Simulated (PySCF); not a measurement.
**Polarisability and C₆ of Er(49+) (erbium, charge +49)**

[Ar] 3d1, 2D determinant. Computed with PySCF 2.14 in an uncontracted even-tempered set (16 s from 11 bohr⁻², ratio 2.5; 10 p from 14 bohr⁻², ratio 2.5; 7 d from 14 bohr⁻², ratio 2.5; 4 f from 49 bohr⁻², ratio 2.7; 3 g from 74 bohr⁻², ratio 2.7), with the non-relativistic Hamiltonian (point nucleus). Coupled (time-dependent) response in atomic units; α is the mean over directions.

```tsv
method	mean α (bohr³)	α xx, yy, zz	C₆ (like pair)	S(−4)
UHF	0.006979	0.006771, 0.006771, 0.007396	0.0005072	5.733e-05
PBE0	0.006942	0.006738, 0.006738, 0.007350	0.0005047	5.650e-05
```

S(−4) is the Cauchy moment in α(ω) = α(0) + S(−4) ω² + …

Spin-orbit coupling is absent.

α(iu) at UHF:

| u (hartree) | α(iu) (bohr³) |
| --- | --- |
| 0 | 0.006979 |
| 1.00 | 0.006922 |
| 2.00 | 0.006758 |
| 4.00 | 0.006183 |
| 6.00 | 0.005440 |
| 8.00 | 0.004695 |
| 10.0 | 0.004033 |
| 15.0 | 0.002849 |
| 20.0 | 0.002164 |
| 30.0 | 0.001491 |
| 50.0 | 0.0009828 |

A single London oscillator, α(iu) = α/(1 + u²/ω²), gives C₆ = (3/4) ω α². Matching the computed C₆ needs ω = 4 × 0.0005072 / (3 × 0.006979²) = 13.9 hartree.

For an ion, C₆ is the dispersion term alone; charge-induced terms of lower order in 1/R come first.

The components differ because the open shell of this determinant is not spherical; for a pure term their mean is the scalar polarisability.

A non-relativistic calculation at this Z misses sizeable relativistic shifts. Spin-orbit coupling, absent here, splits the open shell strongly.
